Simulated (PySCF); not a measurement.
A structure optimised at GFN2-xTB (Å):
```
atom  x, y, z in Å
C1    -3.2231    0.0507    0.8676
C2    -1.9953    0.4046    0.1633
C3    -0.9879    0.6953   -0.4280
Si4    0.6389    1.1415   -1.2630
N5     2.0145    1.0231   -0.3334
Si6    3.0039   -0.1550    0.3095
H7    -3.4662   -1.0029    0.7063
H8    -3.1058    0.2189    1.9409
H9    -4.0593    0.6584    0.5104
H10    0.4359    2.5681   -1.6543
H11    0.5116    0.3540   -2.5380
H12    3.8818   -0.8980   -0.6564
H13    2.3900   -1.2703    1.0997
H14    3.9604    0.4912    1.2534
```

Charge -1, singlet.

(1) Read off the bonds between heavy atoms and their formal orders.

(2) Which species is it?

(3) What is the point group of this geometry?

(4) Classify the heavy atoms.

(5) What is the arrangement about C1?

(6) What is the arrangement about C3?

Results:

(1) C1–C2 1.46 Å (single); C2–C3 1.20 Å (triple); C3–Si4 1.88 Å (single); Si4–N5 1.66 Å (single); N5–Si6 1.67 Å (single). Bonds to hydrogen (Å): C1–H7 1.09; C1–H8 1.09; C1–H9 1.09; Si4–H10 1.49; Si4–H11 1.50; Si6–H12 1.50; Si6–H13 1.50; Si6–H14 1.49.

(2) `CC#C[SiH2][N-][SiH3]`, [C3H8NSi2]-. Among its features: alkyne, Si–H bond and C–Si bond.

(3) C1 (no symmetry element, even within 0.4 Å).

(4) C1: propargylic carbon; C2: alkyne carbon; C3: alkyne carbon; Si4: SiH2 silicon; N5: nitrogen bonded to 2 Si; Si6: SiH3 silicon.

(5) It has 4 neighbours (C2, H7, H8, H9) and is tetrahedral (angles from 108.5° to 110.5°).

(6) It has 2 neighbours (C2, Si4) and is almost linear (angle 176.8°).

The numbers are calculated, not measured.
